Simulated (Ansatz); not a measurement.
Steps of a relaxation of C2H7B2F, SMILES `BCB(C)F` with RKS PBE0-D4/def2-TZVP.

```sh
$ ansatz run in.yaml --threads 4 --pin off --events-out ev --progress --plain --max-ram 10444MiB
```

```yaml
crystal:
  periodic: [false, false, false]
  atoms:
    - {symbol: B, position_ang: [-1.620579, 0.810048, 0.173780]}
    - {symbol: C, position_ang: [-0.501372, 0.198562, 1.059547]}
    - {symbol: B, position_ang: [0.798521, 0.190873, 0.148477]}
    - {symbol: C, position_ang: [1.121278, -0.894213, -0.938383]}
    - {symbol: F, position_ang: [1.690575, 1.181001, 0.343508]}
    - {symbol: H, position_ang: [-1.941255, 1.979537, 0.284555]}
    - {symbol: H, position_ang: [-2.151824, 0.142643, -0.697603]}
    - {symbol: H, position_ang: [-0.718025, -0.874977, 1.251881]}
    - {symbol: H, position_ang: [-0.300824, 0.767359, 1.988005]}
    - {symbol: H, position_ang: [0.227580, -1.444270, -1.292137]}
    - {symbol: H, position_ang: [1.665185, -0.467693, -1.805730]}
    - {symbol: H, position_ang: [1.807640, -1.644272, -0.482000]}
basis:
  gaussian: {orbitals: def2-TZVP}
hamiltonian: {xc: pbe0, dispersion: d4}
relax: {f_tol: 0.005, max_steps: 150}
```

Positions (Å) and forces (eV/Å) along the path, 10 of 12 steps:

```xyz
12
step=1 energy=-6254.4297 eV
B    -1.621    0.810    0.174   -0.186    0.133   -0.128
C    -0.501    0.199    1.060    0.098   -0.088    0.094
B     0.799    0.191    0.148    0.175    0.173    0.093
C     1.121   -0.894   -0.938    0.145   -0.195   -0.162
F     1.691    1.181    0.344   -0.355   -0.413   -0.101
H    -1.941    1.980    0.285    0.109   -0.456   -0.038
H    -2.152    0.143   -0.698    0.203    0.252    0.342
H    -0.718   -0.875    1.252    0.084    0.480   -0.038
H    -0.301    0.767    1.988   -0.112   -0.296   -0.425
H     0.228   -1.444   -1.292    0.432    0.275    0.173
H     1.665   -0.468   -1.806   -0.272   -0.201    0.402
H     1.808   -1.644   -0.482   -0.321    0.336   -0.213
12
step=3 energy=-6254.4700 eV
B    -1.630    0.816    0.179   -0.003   -0.006    0.010
C    -0.497    0.204    1.034   -0.015    0.031   -0.037
B     0.797    0.189    0.137    0.075   -0.056    0.103
C     1.131   -0.897   -0.931   -0.023    0.016   -0.025
F     1.690    1.160    0.339   -0.028    0.008   -0.030
H    -1.957    1.959    0.309   -0.007    0.012    0.007
H    -2.163    0.163   -0.672   -0.008   -0.004   -0.010
H    -0.720   -0.852    1.232    0.001   -0.012   -0.009
H    -0.298    0.756    1.953    0.004    0.011    0.004
H     0.252   -1.438   -1.284   -0.010   -0.008   -0.009
H     1.669   -0.479   -1.785    0.009    0.002   -0.019
H     1.802   -1.636   -0.476    0.005    0.006    0.015
12
step=4 energy=-6254.4704 eV
B    -1.628    0.817    0.177   -0.001   -0.007    0.011
C    -0.497    0.204    1.033    0.033   -0.003   -0.008
B     0.803    0.181    0.146   -0.043    0.038   -0.046
C     1.131   -0.899   -0.931    0.003   -0.007    0.024
F     1.687    1.163    0.335    0.024    0.002    0.018
H    -1.957    1.959    0.311   -0.007    0.021    0.004
H    -2.161    0.165   -0.675   -0.007   -0.010   -0.017
H    -0.724   -0.850    1.232   -0.015   -0.025    0.005
H    -0.300    0.757    1.952   -0.001    0.014    0.023
H     0.252   -1.441   -1.280   -0.018   -0.011   -0.004
H     1.663   -0.475   -1.786    0.012    0.012   -0.015
H     1.808   -1.636   -0.482    0.020   -0.024    0.005
12
step=5 energy=-6254.4707 eV
B    -1.629    0.817    0.178   -0.004   -0.001    0.003
C    -0.497    0.204    1.033    0.014    0.004   -0.009
B     0.802    0.184    0.142   -0.002    0.004    0.002
C     1.132   -0.899   -0.931   -0.001   -0.003    0.004
F     1.689    1.162    0.336    0.001   -0.001    0.001
H    -1.959    1.960    0.313   -0.004    0.003    0.004
H    -2.162    0.165   -0.675   -0.001   -0.001   -0.004
H    -0.723   -0.851    1.231   -0.005   -0.005    0.000
H    -0.299    0.757    1.953   -0.002    0.003    0.004
H     0.252   -1.441   -1.281   -0.003   -0.002   -0.001
H     1.665   -0.477   -1.786    0.002    0.002   -0.003
H     1.807   -1.637   -0.479    0.004   -0.002    0.001
12
step=6 energy=-6254.4707 eV
B    -1.629    0.819    0.177    0.001   -0.003    0.005
C    -0.497    0.205    1.032    0.000    0.006   -0.005
B     0.803    0.183    0.144    0.004    0.000   -0.001
C     1.132   -0.900   -0.930   -0.005    0.002    0.006
F     1.693    1.159    0.340   -0.004   -0.008   -0.003
H    -1.962    1.960    0.315   -0.003    0.002    0.003
H    -2.160    0.168   -0.678    0.001   -0.001   -0.003
H    -0.725   -0.850    1.229   -0.002   -0.001   -0.002
H    -0.301    0.758    1.953    0.000    0.003    0.003
H     0.253   -1.447   -1.273   -0.005   -0.004   -0.001
H     1.656   -0.476   -1.790    0.007    0.005   -0.006
H     1.815   -1.633   -0.483    0.006   -0.003    0.002
12
step=7 energy=-6254.4708 eV
B    -1.630    0.821    0.175    0.004   -0.001    0.002
C    -0.497    0.207    1.030   -0.009    0.011    0.003
B     0.805    0.182    0.145    0.004   -0.007   -0.003
C     1.132   -0.902   -0.929   -0.005    0.001    0.000
F     1.698    1.153    0.344   -0.004   -0.005   -0.003
H    -1.969    1.960    0.321   -0.002   -0.002    0.001
H    -2.156    0.173   -0.685    0.002    0.000    0.000
H    -0.728   -0.848    1.226    0.001    0.001   -0.002
H    -0.303    0.758    1.952    0.002   -0.001    0.000
H     0.254   -1.457   -1.263    0.002   -0.001    0.000
H     1.644   -0.475   -1.795    0.003    0.002    0.002
H     1.827   -1.628   -0.488    0.001    0.002   -0.001
12
step=8 energy=-6254.4708 eV
B    -1.630    0.823    0.175   -0.006   -0.004    0.007
C    -0.497    0.209    1.029   -0.003    0.012    0.004
B     0.805    0.180    0.145    0.001   -0.010   -0.002
C     1.132   -0.904   -0.929   -0.002   -0.001   -0.003
F     1.701    1.149    0.346    0.000    0.000   -0.001
H    -1.977    1.959    0.328    0.003   -0.003   -0.003
H    -2.151    0.178   -0.690    0.005    0.002   -0.002
H    -0.730   -0.845    1.224    0.001    0.001   -0.002
H    -0.304    0.759    1.952    0.001   -0.004   -0.002
H     0.256   -1.464   -1.258    0.006    0.002    0.001
H     1.638   -0.475   -1.798   -0.001   -0.001    0.005
H     1.834   -1.625   -0.490   -0.003    0.005   -0.002
12
step=10 energy=-6254.4708 eV
B    -1.630    0.824    0.175    0.001    0.001   -0.002
C    -0.497    0.211    1.030    0.001    0.007    0.004
B     0.805    0.179    0.145   -0.003   -0.004   -0.002
C     1.132   -0.905   -0.928    0.001   -0.002   -0.002
F     1.702    1.147    0.345    0.002    0.002    0.001
H    -1.982    1.957    0.331    0.000   -0.003   -0.001
H    -2.145    0.180   -0.695    0.001    0.000    0.001
H    -0.731   -0.844    1.224    0.000   -0.001    0.000
H    -0.303    0.760    1.953    0.000   -0.002   -0.001
H     0.256   -1.467   -1.256    0.003    0.002    0.000
H     1.635   -0.475   -1.798   -0.002   -0.002    0.003
H     1.836   -1.624   -0.491   -0.003    0.003   -0.001
12
step=11 energy=-6254.4709 eV
B    -1.630    0.824    0.175    0.001    0.001   -0.003
C    -0.497    0.211    1.030    0.002    0.003    0.003
B     0.805    0.179    0.146   -0.004   -0.001   -0.002
C     1.131   -0.905   -0.929    0.001   -0.001   -0.001
F     1.702    1.147    0.346    0.002    0.001    0.001
H    -1.984    1.956    0.332    0.000   -0.002    0.000
H    -2.143    0.180   -0.697    0.000    0.000    0.001
H    -0.731   -0.843    1.224    0.000   -0.001    0.000
H    -0.303    0.761    1.953   -0.001   -0.001    0.000
H     0.256   -1.467   -1.256    0.001    0.001    0.000
H     1.634   -0.475   -1.799   -0.001   -0.001    0.001
H     1.836   -1.624   -0.492   -0.002    0.001   -0.001
12
step=12 energy=-6254.4709 eV
B    -1.629    0.823    0.174    0.001    0.000   -0.002
C    -0.496    0.213    1.031    0.000   -0.001   -0.001
B     0.806    0.179    0.147    0.001    0.001    0.002
C     1.130   -0.904   -0.929    0.001    0.001    0.001
F     1.705    1.144    0.348    0.000   -0.001    0.000
H    -1.987    1.954    0.331   -0.001    0.000    0.000
H    -2.138    0.179   -0.700    0.000    0.000    0.001
H    -0.730   -0.842    1.226    0.000   -0.001    0.000
H    -0.303    0.762    1.954   -0.001    0.001    0.000
H     0.254   -1.467   -1.256   -0.003   -0.001    0.000
H     1.631   -0.474   -1.799    0.001    0.001   -0.002
H     1.836   -1.623   -0.493    0.001   -0.001    0.000
```

It took 37 s on 4 threads of an Arm Neoverse V1 on a shared host, with 0.45 GiB of host memory at the peak.
